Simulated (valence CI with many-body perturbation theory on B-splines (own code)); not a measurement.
# E1 line list for In³⁶⁺

Method: configuration interaction combined with many-body perturbation theory (CI+MBPT): three valence electrons over a frozen Dirac-Fock core [Ne], radial functions for each j: 11 s, 11 p, 9 d, 7 f, 5 g, 2 h, 1 i, with the one-electron correlation potential Σ1, the two-electron term Σ2, the three-electron term Σ3, Breit, model QED; selected CI, second order for the rest (own B-spline code, finite nucleus).

The last digits are not significant, and no measured levels were compared; by estimate large intervals hold to a few tenths of a per cent, small ones and those within an open d or f shell to about a per cent.

Lines 101 to 150 of 271 in falling wavelength, among levels below 477.36 eV, chosen from the strongest by gf and those to the six lowest levels. Wavelengths and rates use the calculated energies. Electric multipoles are in the length gauge, E1 and E2 with the static RPA response of the core. Weak lines are less certain than strong ones. Lines between different terms over intervals too small for the method are left out, as are lines whose strength nearly cancels. The highest levels of a list are the least certain.

Levels are named by their leading jj configuration (3d3/2^4 stands for four electrons in 3d with j = 3/2), which in mixed levels can hold well under half, so a name can repeat and another be missing. Letters in brackets count levels of one name in rising energy.

```csv
λ vac (nm),Upper,Lower,A (s⁻¹),S (a.u.) with core polarisation,S without
8.428,(3p1/2 3p3/2^2) J=3/2 [b],(3s 3p1/2 3p3/2) J=1/2,1.17e+11,1.39e-01,1.42e-01
8.408,(3p3/2^2 3d5/2) J=7/2,(3s 3p3/2 3d5/2) J=9/2,2.55e+10,5.98e-02,6.11e-02
8.403,(3p1/2 3p3/2 3d5/2) J=5/2 [a],(3s 3p1/2 3d3/2) J=3/2 [b],2.73e+10,4.79e-02,4.90e-02
8.376,(3s 3p1/2 3d3/2) J=1/2,(3s 3p1/2 3p3/2) J=3/2 [a],2.98e+09,1.73e-03,1.77e-03
8.375,(3p1/2 3p3/2 3d3/2) J=3/2 [a],(3s 3p1/2 3d3/2) J=5/2,3.37e+10,3.91e-02,4.00e-02
8.372,(3p1/2 3p3/2 3d3/2) J=3/2 [b],(3p1/2 3p3/2^2) J=3/2 [a],4.28e+10,4.96e-02,5.06e-02
8.369,(3s 3p1/2 3p3/2) J=3/2 [b],(3s^2 3p1/2) J=1/2,4.95e+10,5.72e-02,5.85e-02
8.365,(3p1/2 3p3/2^2) J=5/2,(3s 3p1/2 3p3/2) J=3/2 [b],9.73e+10,1.69e-01,1.72e-01
8.363,(3s 3p3/2 3d5/2) J=5/2 [a],(3s 3p3/2^2) J=5/2,1.12e+11,1.94e-01,1.98e-01
8.359,(3s 3p1/2 3d3/2) J=3/2 [b],(3s 3p1/2 3p3/2) J=3/2 [a],7.44e+09,8.58e-03,8.75e-03
8.339,(3p1/2 3p3/2 3d3/2) J=5/2,(3s 3p1/2 3d3/2) J=3/2 [a],2.40e+10,4.13e-02,4.22e-02
8.308,(3s 3p3/2 3d5/2) J=3/2 [b],(3s 3p3/2^2) J=1/2,8.42e+10,9.53e-02,9.73e-02
8.282,(3p1/2 3p3/2 3d3/2) J=7/2,(3s 3p1/2 3d3/2) J=5/2,5.82e+10,1.31e-01,1.33e-01
8.252,(3p1/2 3p3/2 3d5/2) J=3/2 [a],(3s 3p1/2 3d5/2) J=5/2 [a],2.37e+10,2.63e-02,2.68e-02
8.242,(3p1/2 3p3/2 3d5/2) J=5/2 [a],(3s 3p1/2 3d5/2) J=5/2 [a],2.78e+10,4.60e-02,4.70e-02
8.228,(3s 3d3/2 3d5/2) J=3/2,(3s 3p3/2 3d3/2) J=1/2 [a],3.72e+10,4.09e-02,4.17e-02
8.199,(3p1/2 3p3/2^2) J=1/2,(3s 3p1/2 3p3/2) J=3/2 [b],1.17e+11,6.38e-02,6.53e-02
8.199,(3s 3d3/2 3d5/2) J=3/2,(3s 3p3/2 3d3/2) J=3/2 [a],5.26e+10,5.72e-02,5.84e-02
8.191,(3p1/2 3p3/2 3d3/2) J=3/2 [b],(3s 3p1/2 3d3/2) J=3/2 [b],2.63e+10,2.85e-02,2.91e-02
8.179,(3p1/2 3p3/2^2) J=3/2 [a],(3s 3p1/2 3p3/2) J=3/2 [a],6.44e+10,6.95e-02,7.11e-02
8.175,(3p1/2^2 3p3/2) J=3/2,(3s 3p1/2^2) J=1/2,3.02e+10,3.25e-02,3.33e-02
8.136,(3s 3d3/2 3d5/2) J=5/2 [b],(3s 3p3/2 3d3/2) J=7/2,4.15e+10,6.62e-02,6.76e-02
8.123,(3s^2 3d5/2) J=5/2,(3s^2 3p3/2) J=3/2,1.50e+11,2.39e-01,2.44e-01
8.121,(3p1/2 3p3/2 3d5/2) J=5/2 [b],(3s 3p1/2 3d3/2) J=3/2 [b],1.96e+10,3.11e-02,3.18e-02
8.116,(3p1/2 3p3/2 3d3/2) J=1/2 [b],(3s 3p1/2 3d3/2) J=1/2,4.54e+10,2.40e-02,2.45e-02
8.075,(3s 3d5/2^2) J=9/2,(3s 3p3/2 3d5/2) J=9/2,1.19e+11,3.10e-01,3.17e-01
8.072,(3p1/2 3p3/2 3d3/2) J=3/2 [a],(3s 3p1/2 3d3/2) J=3/2 [a],5.56e+10,5.77e-02,5.90e-02
8.070,(3s 3d3/2 3d5/2) J=5/2 [b],(3s 3p3/2 3d3/2) J=5/2 [a],8.85e+10,1.38e-01,1.41e-01
8.070,(3s 3p3/2 3d5/2) J=3/2 [b],(3s^2 3d5/2) J=5/2,1.44e+11,1.50e-01,1.53e-01
8.038,(3p1/2 3p3/2 3d3/2) J=3/2 [b],(3s 3p1/2 3d5/2) J=5/2 [a],2.17e+10,2.22e-02,2.27e-02
8.005,(3s 3p1/2 3d5/2) J=5/2 [b],(3s 3p1/2 3p3/2) J=3/2 [a],3.02e+10,4.59e-02,4.68e-02
7.993,(3s 3p3/2 3d5/2) J=5/2 [b],(3s^2 3d5/2) J=5/2,1.34e+11,2.03e-01,2.08e-01
7.985,(3p3/2^3) J=3/2,(3s 3p3/2^2) J=3/2,3.11e+11,3.12e-01,3.19e-01
7.981,(3p1/2 3p3/2 3d3/2) J=1/2 [a],(3s 3p1/2 3d3/2) J=3/2 [a],1.18e+11,5.90e-02,6.03e-02
7.969,(3p1/2 3p3/2^2) J=3/2 [b],(3s 3p1/2 3p3/2) J=3/2 [b],7.53e+10,7.52e-02,7.68e-02
7.958,(3s 3p3/2 3d3/2) J=5/2 [b],(3s^2 3d3/2) J=3/2,2.36e+11,3.52e-01,3.60e-01
7.935,(3p1/2 3p3/2 3d5/2) J=7/2 [b],(3s 3p1/2 3d5/2) J=7/2,1.99e+10,3.93e-02,4.01e-02
7.915,(3s 3p1/2 3p3/2) J=1/2,(3s^2 3p1/2) J=1/2,2.02e+11,9.87e-02,1.01e-01
7.895,(3s 3p3/2^2) J=1/2,(3s^2 3p3/2) J=3/2,1.44e+11,6.99e-02,7.14e-02
7.894,(3s 3d3/2 3d5/2) J=7/2 [b],(3s 3p3/2 3d3/2) J=5/2 [a],1.08e+10,2.10e-02,2.14e-02
7.893,(3s 3p3/2 3d3/2) J=1/2 [b],(3s^2 3d3/2) J=3/2,1.75e+11,8.48e-02,8.67e-02
7.862,(3s 3p3/2 3d5/2) J=7/2 [a],(3s 3p3/2^2) J=5/2,8.12e+10,1.56e-01,1.59e-01
7.843,(3s 3d3/2 3d5/2) J=7/2 [b],(3s 3p3/2 3d5/2) J=9/2,9.56e+09,1.82e-02,1.86e-02
7.740,(3p3/2^3) J=3/2,(3s 3p3/2^2) J=1/2,6.98e+10,6.39e-02,6.53e-02
7.656,(3s 3p3/2^2) J=3/2,(3s^2 3p3/2) J=3/2,2.85e+11,2.53e-01,2.58e-01
7.655,(3p1/2 3p3/2^2) J=5/2,(3s 3p1/2 3p3/2) J=5/2,1.04e+10,1.38e-02,1.41e-02
7.584,(3p1/2 3p3/2 3d5/2) J=5/2 [a],(3s 3p1/2 3d3/2) J=5/2,2.07e+10,2.67e-02,2.73e-02
7.533,(3p3/2^3) J=3/2,(3s^2 3d5/2) J=5/2,2.26e+10,1.91e-02,1.95e-02
7.507,(3s 3p1/2 3d3/2) J=3/2 [a],(3s 3p1/2^2) J=1/2,9.27e+09,7.75e-03,7.92e-03
7.502,(3s 3p3/2 3d5/2) J=1/2,(3s^2 3d3/2) J=3/2,7.92e+10,3.30e-02,3.37e-02
```
